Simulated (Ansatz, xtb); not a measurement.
# ClF2H2Si2: which of two isomers lies lower

We compare X, `F[Si](F)([SiH2])Cl`, a doublet, with Y, `F[SiH](F)[SiH]Cl`, a doublet. Both are isolated molecules in the gas phase, relaxed with B3LYP/6-31G*; the shapes shown needn't be the lowest conformers.

X (Å):

```xyz
7

Cl   -0.2391   -0.5079   -3.1707
F    -1.7908    0.9930   -1.1412
F    -0.1769   -0.7921   -0.2220
Si   -0.3194    0.3781   -1.3090
Si    1.2911    2.0133   -0.9612
H     1.1345    3.1580   -1.8983
H     2.6703    1.4592   -1.0227
```

Y (Å):

```xyz
7

Cl    2.2714    1.6626    0.9176
F    -1.7300    0.5077    0.4305
F    -1.1131   -1.9700    0.8431
Si   -0.6663   -0.4562    1.1567
Si    1.5104   -0.1885    0.3186
H    -0.7420   -0.2186    2.6166
H     1.6186   -0.2589   -1.1673
```

Quicker runs give these differences E(Y) − E(X): GFN2-xTB −0.378 eV; HF/STO-3G +0.101 eV (at GFN2-xTB geometries); r2SCAN-D4/def2-SVP +0.340 eV (at GFN2-xTB geometries).

Problem. Estimate E(Y) − E(X) at the level CCSD(T)/def2-SVP + ΔMP2/def2-TZVPP.

Solution. Calculated at CCSD(T)/def2-SVP + ΔMP2/def2-TZVPP: E(Y) − E(X) = +0.236 eV, so structure X lies lower.

The same difference at several levels:

```tsv
level	geometry	E(Y) − E(X) (eV)	departure from the last row (eV)	job, with rough time for the two
GFN2-xTB	GFN2-xTB	−0.378	−0.615	optimisation, 0.2 s
HF/STO-3G	GFN2-xTB	+0.101	−0.136	single point, 0.44 s
r2SCAN-D4/def2-SVP	GFN2-xTB	+0.340	+0.104	single point, 4.4 s
B3LYP/6-31G*	B3LYP/6-31G*	+0.243	+0.006	optimisation, 54 s
HF/def2-SVP	B3LYP/6-31G*	+0.240	+0.004	part of the CCSD(T) run
MP2/def2-SVP	B3LYP/6-31G*	+0.312	+0.076	part of the CCSD(T) run
CCSD(T)/def2-SVP	B3LYP/6-31G*	+0.292	+0.056	single point
CCSD(T)/def2-SVP + ΔMP2/def2-TZVPP	B3LYP/6-31G*	+0.236		single point, 33 s
```

As drawn, both hold the same kinds of bond in the same numbers.

GFN2-xTB puts the two in the other order. The largest departure from CCSD(T)/def2-SVP + ΔMP2/def2-TZVPP is that of GFN2-xTB, 0.615 eV. The last row adds to CCSD(T) the change of the MP2 difference between the two basis sets, here −0.056 eV.

With harmonic frequencies from B3LYP/6-31G* (ideal gas, rigid rotor, one conformer each, 298.15 K, 1 atm): on the last row, ΔE + ΔZPE = +0.268 eV. A mode under 50 cm⁻¹ makes harmonic enthalpies and free energies unreliable, so none is given.

Open shells are spin-unrestricted. The correlated steps freeze 17 core orbitals. Programs: Ansatz 0.2.0, xtb 6.7.1; the last row on 2 threads of Intel(R) Xeon(R) Platinum 8375C CPU @ 2.90GHz (Ice Lake) on a shared host.
